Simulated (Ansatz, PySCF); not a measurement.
This Ansatz (a quantum-chemistry and plane-wave program) input computes a B3LYP/def2-TZVPD energy:

Ansatz 0.2 input:
```yaml
crystal:
  periodic: [false, false, false]
  atoms:
    - {symbol: Cs, position_ang: [-0.00000000, -0.00000000, -1.65715595]}
    - {symbol: I, position_ang: [0.00000000, 0.00000000, 1.71969014]}
basis:
  gaussian:
    orbitals: def2-TZVPD
hamiltonian:
  xc: {name: B3LYP}
output: {forces: true}
```

Task: Write an input for the same energy in PySCF and say what it gives.

Result: 
```python
from pyscf import gto, scf, dft

mol = gto.M(
    atom='''
    Cs   -0.00000000   -0.00000000   -1.65715595
    I     0.00000000    0.00000000    1.71969014
    ''',
    basis='def2-tzvpd',
    ecp='def2-tzvp',
    charge=0,
    spin=0,
    verbose=4,
)

mf = dft.RKS(mol, xc='b3lyp').density_fit(auxbasis='def2-universal-jkfit')
mf.grids.level = 3
mf.conv_tol = 1e-9
mf.max_cycle = 100
mf.max_memory = 1500
mf.kernel()
if not mf.converged:
    mf = mf.newton()
    mf.kernel(mf.make_rdm1())
mf.analyze()
```
It gives -318.05484 Eh, and Ansatz -318.05481 Eh, a difference of 0.03 mEh, from the treatment of integrals and grids.
